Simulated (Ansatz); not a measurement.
Worked example: vertical energy of the triplet above the singlet of InI (indium iodide (ini))

The species is InI (2 atoms), meant as a singlet with charge 0. SMILES: `[In][I]`. Geometry: a GFN2-xTB relaxation, a rough one for these elements and not checked as a minimum.

```csv
atom,x (Å),y (Å),z (Å)
In,0.0000,0.0000,0.0000
I,0.0000,0.0000,2.7892
```

Both states at this one shape; open shells run unrestricted unless said. 1 Eh = 27.2114 eV.

| level | program | singlet InI (Eh) | triplet InI (Eh) |
| --- | --- | --- | --- |
| HSE06/STO-3G | Ansatz | -12537.212260 | -12537.112841 |
| MP2/STO-3G, 36 core orbitals frozen | Ansatz | -12533.642282 | -12533.554614 |

Problem. Work out the vertical gap, second state less first, at each level.

Solution. 
1. HSE06/STO-3G: -12537.112841 − (-12537.212260) = 0.099419 Eh = 2.71 eV.
2. MP2/STO-3G: -12533.554614 − (-12533.642282) = 0.087668 Eh = 2.39 eV.

No measured value is set beside it here; the levels span 2.39 to 2.71 eV. Spin-orbit coupling, which splits open shells on such heavy atoms by tenths of an eV, is left out. Minimal sets are far from the basis-set limit. All-electron rows are non-relativistic unless named.
